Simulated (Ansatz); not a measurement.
Born–Oppenheimer molecular dynamics of CH2FTe (5 atoms, charge 0, multiplicity 2). It starts from a relaxed structure.

Theory: UKS BLYP/def2-SVP (Ansatz).

```json
{
 "ensemble": "NVT, Nosé–Hoover chain",
 "time step": "0.5 fs",
 "steps asked": "300",
 "set temperature": "500 K",
 "thermostat": "time constant 100 fs, chain length 3 (defaults)",
 "seed": "414963"
}
```

First frame:

```xyz
5
Properties=species:S:1:pos:R:3
F -1.549 -0.296 0.029
C -0.253 -0.672 0.009
Te 1.262 0.803 0.331
H -0.077 -1.653 0.493
H 0.617 1.817 -0.861
```

Problem. How far do the bonds stretch over the last three quarters of this one trajectory? (Pairs bonded in most of those frames.)

Solution. 
```tsv
bond	mean (Å)	spread (Å)	shortest	longest
F1–C2	1.352	0.039	1.29	1.41
C2–Te3	2.140	0.036	2.06	2.19
C2–H4	1.114	0.047	1.04	1.19
Te3–H5	1.697	0.014	1.67	1.73
```

Mean temperature of the second half: 373 K. The conserved energy stayed within 0.44 meV per atom of its start (net change 0.18 meV per atom), so the integration is sound. The mean temperature of the second half is 25 % below the set value. A run of 0.15 ps of so small a system gives no equilibrium averages.

Run time: 18 min on 1 thread of Arm Neoverse N1 (shared host), peak memory 0.12 GiB.
